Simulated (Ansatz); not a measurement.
Molecule: CrCl (charge 0, sextet). The spin state was set by rule; other spins were not relaxed. SMILES: [Cl][Cr]
Geometry from a B3LYP-D3(BJ)/def2-TZVP (Ansatz, a program for electronic structure) optimisation:
```xyz
2

Cr     0.0000     0.0000    -0.9176
Cl     0.0000     0.0000     1.2955
```
Charge 0, spin multiplicity 6.

Parts of the frozen-core correlation energy in def2-SVP (Ansatz, hartree). Frozen orbitals: 14; correlated occupied orbitals by spin: 9 and 4; virtual: 26 and 31. UHF or UKS for open shells. No spin-orbit coupling. Non-relativistic.

```csv
term,value
reference (HF),-1502.60380
MP2 opposite-spin,…
MP2 same-spin,…
CCSD correlation,…
(T),-0.00469
CCSDT minus CCSD(T),-0.00072
T1 diagnostic,0.024
largest doubles amplitude,0.040
<S^2> of the reference,8.772
```

Task: Fill in the missing entries.

Result: 
- MP2 opposite-spin, value: -0.10726
- MP2 same-spin, value: -0.09245
- CCSD correlation, value: -0.21899
